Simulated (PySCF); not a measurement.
## Deuteron quadrupole couplings in `C[Si@@H]1C[SiH2][C@@H]1C(F)F`

C4H10F2Si2.
SMILES with atom numbers: `[CH3:1][Si@@H:2]1[CH2:3][SiH2:4][C@@H:5]1[CH:6]([F:7])[F:8]` (hydrogens: H9, H10, H11 on C1; H12 on Si2; H13, H14 on C3; H15, H16 on Si4; H17 on C5; H18 on C6)

Structure used (GFN2-xTB), in Å, numbered top down from 1:
```xyz
18
C4H10F2Si2 angstrom
C      1.9418    0.9850   -0.6454
Si     0.8812    0.2768    0.7502
C      0.7127   -1.6421    0.7467
Si    -1.1594   -1.5838    0.3513
C     -1.0338    0.3372    0.4542
C     -1.4966    1.0694   -0.7642
F     -1.1291    2.3865   -0.7411
F     -0.9360    0.5700   -1.9020
H      1.7835    2.0545   -0.7445
H      1.6954    0.5266   -1.5984
H      2.9976    0.8189   -0.4547
H      1.2314    0.8594    2.0532
H      1.3169   -2.1517    0.0011
H      0.9468   -2.1075    1.6999
H     -2.0534   -2.1334    1.3728
H     -1.5410   -2.0721   -0.9716
H     -1.5779    0.7617    1.2969
H     -2.5889    1.0509   -0.9161
```

Level: PBE0/pcSseg-1 (PySCF, non-relativistic); Q(2H) = 0.00286 b; rigid geometry, the same for H and D, with no vibrational averaging.

Question: Rank these positions by the coupling χzz of a deuteron there, largest first.
A. H18 (methine hydrogen)
B. H14 (methylene hydrogen)
C. H9 (methyl hydrogen)
D. H12 (Si–H hydrogen)

Answer: B (223 kHz), C (218 kHz), A (179 kHz), D (106 kHz).

Question: Tabulate Vzz, the asymmetry η and χzz = 234.96 MHz × Q × Vzz for every hydrogen position.

Answer: 
| atom | bonded to | bond length (Å) | Vzz (au) | η | χzz (kHz) |
| --- | --- | --- | --- | --- | --- |
| H9 | C1 | 1.086 | 0.3238 | 0.00 | 218 |
| H10 | C1 | 1.086 | 0.3223 | 0.01 | 217 |
| H11 | C1 | 1.086 | 0.3261 | 0.00 | 219 |
| H12 | Si2 | 1.470 | 0.1581 | 0.01 | 106 |
| H13 | C3 | 1.087 | 0.3319 | 0.02 | 223 |
| H14 | C3 | 1.086 | 0.3325 | 0.02 | 223 |
| H15 | Si4 | 1.465 | 0.1619 | 0.00 | 109 |
| H16 | Si4 | 1.461 | 0.1640 | 0.01 | 110 |
| H17 | C5 | 1.089 | 0.3205 | 0.07 | 215 |
| H18 | C6 | 1.103 | 0.2671 | 0.04 | 179 |

Question: Average by the element that carries the hydrogen.

Answer: on C: 214 kHz over 7 positions, mean bond length 1.089 Å; on Si: 108 kHz over 3 positions, mean bond length 1.465 Å.

One conformer (not necessarily the lowest) at the GFN2-xTB geometry, without solvent, vibrations or thermal averaging. GFN2-xTB bond lengths can be off by several hundredths of an ångström, more for odd bonds, and the gradients follow them. These gradients aren't converged with respect to the basis.

The run behind these numbers computed NMR shieldings as well. Hardware: an Arm Neoverse V1 with one thread, shared host with 32 logical CPUs at a one-minute load of 28. Cost: 58 s wall (grids of density and orbitals included), 0.90 GiB resident at most.
